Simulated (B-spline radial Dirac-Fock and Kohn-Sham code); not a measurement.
**Successive ionisation energies of platinum: Dirac-Fock against NIST**

Calculated with a radial finite-basis atomic code, using Dirac-Fock energy differences between relaxed states, corrected for Breit and QED terms. Each value is the difference of the configuration-average energies of two neighbouring ions in their tabulated ground configurations. Electron correlation is not included. NIST's values refer to the lowest levels; many for high charge states are themselves semi-empirical or theoretical. Where a p, d or f shell is open in either ion the computed value averages over both j values and all terms, while the table refers to the lowest levels; that difference holds spin-orbit splitting (largest in heavy or highly charged ions), term energies where several electrons share open shells, and correlation, and it can reach 10 % or more.

```csv
ion,configuration,computed (eV),NIST (eV),kind,NIST − computed (eV)
Pt⁹⁺,[Xe] 4f14 5d1,142.5,144.9 ± 1.1,semi-empirical,+2.44
Pt¹⁰⁺,[Xe] 4f14,224.2,220.4 ± 0.9,semi-empirical,-3.85
Pt¹¹⁺,[Kr] 4d10 4f14 5s2 5p5,246.0,245 ± 12,theoretical,-0.98
Pt¹²⁺,[Kr] 4d10 4f14 5s2 5p4,268.1,269 ± 14,theoretical,+0.86
Pt¹³⁺,[Kr] 4d10 4f14 5s2 5p3,290.7,293 ± 15,theoretical,+2.29
Pt¹⁴⁺,[Kr] 4d10 4f14 5s2 5p2,313.7,332 ± 16,theoretical,+18.32
Pt¹⁵⁺,[Kr] 4d10 4f14 5s2 5p1,337.0,358 ± 17,theoretical,+20.97
Pt²⁰⁺,[Kr] 4d10 4f12,564.0,550 ± 30,theoretical,-13.95
```
